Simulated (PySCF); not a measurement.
Ionising CsNa

PBE0; PySCF, scalar-relativistic core potentials, basis sets Cs def2-SVP with ECP46, Na def2-SVP. Neutral (UKS): singlet (closed shell), Re = 3.934 Å, ωe = 95.5 cm⁻¹, De = 0.57 eV, HOMO -2.98 eV, LUMO -1.22 eV.

CsNa⁺ (UKS): doublet (σ ↑), Re = 4.556 Å, ωe = 62.8 cm⁻¹, De = 0.39 eV to Cs⁺ + Na. The energies at the minima are -182.27627 hartree for CsNa and -182.12638 for CsNa⁺.

(1) Work out the adiabatic ionisation energy, without and with harmonic zero-point energies (1 hartree = 27.2114 eV, 1 eV = 8065.5 cm⁻¹), and the change of the bond length.

Closed-shell solutions of metal pairs were not tested for spin polarisation, which can lower them a little. Weak bonds: CsNa⁺. Basis-set superposition, not corrected here, can be much of De in a small basis, most of all at correlated wavefunction levels. Spin–orbit coupling is left out. For an ion De counts to the pair picked by the measured ionisation energies or electron affinities, which need not be the lowest pair at this level. States were picked by a PBE0 search and need not be the measured ground states.

Answers

(1) At PBE0: 0.14989 hartree = 4.079 eV between the minima; the zero-point term (62.8 − 95.5)/2 cm⁻¹ = -0.002 eV makes it 4.077 eV. Re changes by +62.2 pm against the neutral. Minus the HOMO energy is 2.98 eV, -1.10 eV from the value between the minima; self-interaction puts the Kohn–Sham level too high, less so with exact exchange. The electron leaves a σ orbital, and the ion is left as a loose complex of an ion and an atom.
